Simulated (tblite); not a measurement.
Write Cartesian coordinates for InChI=1S/C2H10OSi4/c1-2-7(3)5-4-6-7/h2-3H,1,4-6H2/q+1 as optimised with GFN2-xTB. (Charge +1 and doublet state.)

```
atom  x, y, z in Å
C1     3.2836    0.0182   -0.1110
C2     2.0522   -0.2406   -0.5454
Si3    0.4671    0.1438    0.3830
O4     0.7229    0.8196    1.8242
Si5   -1.3767    1.5264   -0.5090
Si6   -2.9370   -0.2091    0.0766
Si7   -1.1728   -1.6671    0.8185
H8     3.4762    0.4891    0.8405
H9     4.1585   -0.2287   -0.6903
H10    1.9481   -0.7129   -1.5142
H11    1.5374    0.9780    2.2975
H12   -1.1022    1.8158   -1.9209
H13   -1.4689    2.8504    0.1114
H14   -3.9017    0.1538    1.1204
H15   -3.7575   -0.7260   -1.0242
H16   -0.7943   -2.8393    0.0218
H17   -1.1420   -2.1593    2.1979
```

Any rigid rotation of these coordinates is as good. Atoms count from 1 in this order. Si6 (silicon bonded to 2 Si and 2 H) has angles from 92.1° to 115.7°. Si3 (silicon bonded to C, O and 2 Si) has angles from 88.8° to 124.5°. C2 (carbon bonded to C, Si and H) is planar (angles 125.5°, 117.8° and 116.8°, sum 360.0°, 0.00 Å off the plane of its three neighbours). The 4-membered ring Si3–Si5–Si6–Si7 has internal angles of 88.8° to 92.1°; it is slightly puckered (a soft mode that the optimisation may not have finished), 0.04 Å rms from its mean plane, widest ring torsion 4°.

Bonds between heavy atoms (Å): C1–C2 1.331, C2–Si3 1.877, Si3–O4 1.612, Si3–Si5 2.471, Si5–Si6 2.406, Si6–Si7 2.406, Si3–Si7 2.482.

The geometry is computed with GFN2-xTB (gas phase). This method treats the open shell by occupation alone, without spin polarisation.

Point group: near Cs, missed by 0.18 Å at most; the miss may be what the optimiser left on a soft mode. Its GFN2-xTB frequencies are all real (lowest 31 cm⁻¹). Torsions: H–C1–C2–Si3 0° and 180°, C1–C2–Si3–O4 -1°, C2–Si3–O4–H -6°.

Time: 1.9 s of wall time. Hardware: Intel Xeon at 2.70 GHz, one thread, on a shared host. That covers the optimisation of the geometry.

One conformer stands for the species.
